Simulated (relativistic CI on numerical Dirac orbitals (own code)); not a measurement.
**Hyperfine structure of Re⁶⁹⁺, mass number 185**

Computed by Dirac-Coulomb-Breit CI, separate exchange-only KLI orbitals for each configuration, model QED (radiative potential, 1s self-energy scaled to tabulated hydrogen-like ionisation energies), unscaled Slater integrals (own radial code, finite nucleus).

CI space (outside the closed core 1s2): 2s2 2p2, 2s 2p3, 2p4, 2p3 3s, 2p3 3p, 2s2 2p 3s, 2p3 3d, 2s2 2p 3p, 2s2 2p 3d, 2s 2p2 3s, 2s 2p2 3p, 2s 2p2 3d, 2s2 2p 4s, 2s2 2p 4p, 2s2 2p 4d, 2s2 2p 4f. Levels of other configurations are missing.

Nuclear spin I = 5/2, μ = 3.176 μN, Q = 2.07 b (tables of Stone and Pyykkö). The electronic factors are computed for point nuclear moments, without core polarisation or the Bohr-Weisskopf and QED corrections.

```csv
Level,E (eV),A (GHz),B (GHz)
2s2 2p2 3P_1,1503.15,-1177,1820
2s2 2p2 1D_2,1521.58,3443,3460
2s2 2p2 3P_2,3049.96,1146,179
2s 2p3 5S°_2,3286.48,6280,518
2s 2p3 3D°_3,3331.78,7841,-8.39
2s 2p3 3S°_1,3420.25,-7912,-1000
2s 2p3 1D°_2,3429.47,-653.2,-339
2s 2p3 3P°_1,3433.85,20200,573
```

Levels with J = 0, under 50 % of one LS term, or S terms without an open s electron are left out. Small factors come from cancelling terms and can be off by tens of per cent or more.

At this charge energies of transitions that change n are usually good to better than 1 %, and those within a shell (Δn = 0) to a few per cent.

(1) Give the hyperfine levels of 2s2 2p2 3P_1 relative to its centre of gravity.

Answers

(1) With K = F(F + 1) − I(I + 1) − J(J + 1), E = AK/2 + B[¾K(K + 1) − I(I + 1)J(J + 1)]/[2I(2I − 1)J(2J − 1)]: F = 3/2: 5394, F = 5/2: -281.6, F = 7/2: -2486 GHz.

LS names give the leading component of a level, which can be under half, so a name can repeat, a term be missing and a line seem to break the LS rules.
